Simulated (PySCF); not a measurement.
B(CF3)2(Me), SMILES FC(F)(B(C)C(F)(F)F)F (C3H3BF6) (PBE0/def2-SVP optimised geometry):

```
13

B     -0.086     0.110     0.000
C      1.521     0.110     0.000
F      1.909     0.004    -1.286
F      2.076    -0.896     0.680
F      2.041     1.245     0.483
C     -0.819    -1.319     0.080
F     -2.076    -1.294    -0.379
F     -0.874    -1.661     1.382
F     -0.182    -2.294    -0.574
C     -0.885     1.424     0.000
H     -0.328     2.294    -0.374
H     -1.067     1.616     1.080
H     -1.876     1.344    -0.467
```

Calculation: PySCF with PBE0/def2-TZVP.

Q: What are the frontier orbital energies and the dipole moment?

A: HOMO-2 -11.91 eV, HOMO-1 -10.42 eV, HOMO -9.90 eV, LUMO -2.61 eV, LUMO+1 0.69 eV; dipole moment 2.64 D.

On the same geometry PBE/def2-TZVP in PySCF gives HOMO-2 -9.71 eV, HOMO-1 -8.72 eV, HOMO -8.18 eV, LUMO -3.55 eV, LUMO+1 -0.03 eV; dipole moment 2.48 D.

Meta-Löwdin charges at PBE0/def2-TZVP: B1 0.21, C2 0.70, F3 -0.27, F4 -0.27, F5 -0.27, C6 0.70, F7 -0.27, F8 -0.27, F9 -0.27, C10 -0.47, H11 0.15, H12 0.17, H13 0.15.
